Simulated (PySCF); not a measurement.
**XPS shifts beside NMR shieldings**

Compound: C5H3PS.
Geometry (GFN2-xTB, Å), atoms numbered from 1 in this order:
```
atom  x, y, z in Å
P1     3.4708   -0.5362    0.0682
C2     1.9491   -0.2000    0.0403
C3     0.5827    0.0726    0.0158
C4    -0.4328   -0.9320   -0.0560
C5    -1.6779   -0.4076   -0.0660
S6    -1.6678    1.3156    0.0110
C7     0.0437    1.3347    0.0579
H8    -0.2143   -1.9842   -0.0956
H9    -2.6162   -0.9240   -0.1135
H10    0.5716    2.2659    0.1154
```

Binding energies: delta-SCF UKS SCAN, pcX-2 on the ionised atom, pcseg-1 elsewhere, spin-free X2C (PySCF 2.14.0). Shieldings: GIAO PBE0/pcSseg-1, non-relativistic, same geometry.

```csv
atom,isotropic shielding (ppm)
C2,18.7
C3,53.6
C4,48.3
C5,53.9
C7,40.4
```

Task: What are the C 1s binding energies of these atoms?

Result: 
| atom | environment | C 1s (eV) | isotropic shielding (ppm) |
| --- | --- | --- | --- |
| C2 | triply bonded carbon | 290.42 | 18.7 |
| C4 | aromatic CH carbon | 290.49 | 48.3 |
| C7 | aromatic CH next to a ring sulfur | 290.65 | 40.4 |
| C5 | aromatic CH next to a ring sulfur | 290.87 | 53.9 |
| C3 | substituted aromatic carbon | 291.07 | 53.6 |

Task: Among the listed atoms, is the one with the highest binding energy also the least shielded?

Result: No. The highest binding energy is at C3 (291.07 eV, shielding 53.6 ppm), the lowest shielding at C2 (18.7 ppm, 290.42 eV).

By binding energy: C2 < C4 < C7 < C5 < C3. By shielding: C2 < C7 < C4 < C3 ≈ C5.

The unrestricted hole states depart most from a pure doublet (⟨S²⟩ = 0.75; over 0.85 named) for C 1s of C2 (0.97), which makes this value less certain. Isolated species at its GFN2-xTB geometry, gas phase.
